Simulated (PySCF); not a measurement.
Electronic structure of In (indium, neutral) at the UHF level

Configuration: [Kr] 4d10 5s2 5p1, 2P determinant. Computed with PySCF 2.14 in aug-cc-pVQZ-PP with one added diffuse shell each of s, p, d, f, g type with ECP28MDF (8s8p6d4f3g, 117 functions), with scalar relativity through the core potential.

```json
{
  "Total energy": "-189.210637 hartree",
  "One-electron energy": "-334.8274 hartree",
  "Hartree (Coulomb) energy": "161.4346 hartree",
  "Exchange energy": "-15.8178 hartree",
  "⟨S²⟩": "0.7635",
  "⟨L²⟩": "2.041",
  "Sum of ⟨r⟩": "28.34 bohr",
  "Sum of ⟨r²⟩": "57.20 bohr²",
  "Traceless quadrupole moment −½Σ⟨3z² − r²⟩ along its main axis": "-6.80 e·bohr²"
}
```

```json
{"shell": "4s α", "electrons": "1", "mean orbital energy (hartree)": "-5.37362", "spread (hartree)": "0", "rms radius, mean of both spins (bohr)": "0.912"}
{"shell": "4s β", "electrons": "1", "mean orbital energy (hartree)": "-5.37282", "spread (hartree)": "0", "rms radius, mean of both spins (bohr)": "0.912"}
{"shell": "4p α", "electrons": "3", "mean orbital energy (hartree)": "-3.62633", "spread (hartree)": "0.00369", "rms radius, mean of both spins (bohr)": "0.995"}
{"shell": "4p β", "electrons": "3", "mean orbital energy (hartree)": "-3.62546", "spread (hartree)": "0.01151", "rms radius, mean of both spins (bohr)": "0.995"}
{"shell": "4d α", "electrons": "5", "mean orbital energy (hartree)": "-1.01051", "spread (hartree)": "0.00918", "rms radius, mean of both spins (bohr)": "1.27"}
{"shell": "4d β", "electrons": "5", "mean orbital energy (hartree)": "-1.00892", "spread (hartree)": "0.01388", "rms radius, mean of both spins (bohr)": "1.27"}
{"shell": "5s α", "electrons": "1", "mean orbital energy (hartree)": "-0.42444", "spread (hartree)": "0", "rms radius, mean of both spins (bohr)": "2.93"}
{"shell": "5s β", "electrons": "1", "mean orbital energy (hartree)": "-0.36890", "spread (hartree)": "0", "rms radius, mean of both spins (bohr)": "2.93"}
{"shell": "5p α", "electrons": "1", "mean orbital energy (hartree)": "-0.20156", "spread (hartree)": "0", "rms radius, mean of both spins (bohr)": "4.03"}
```

Energies and moments cover only the electrons outside the core potential.
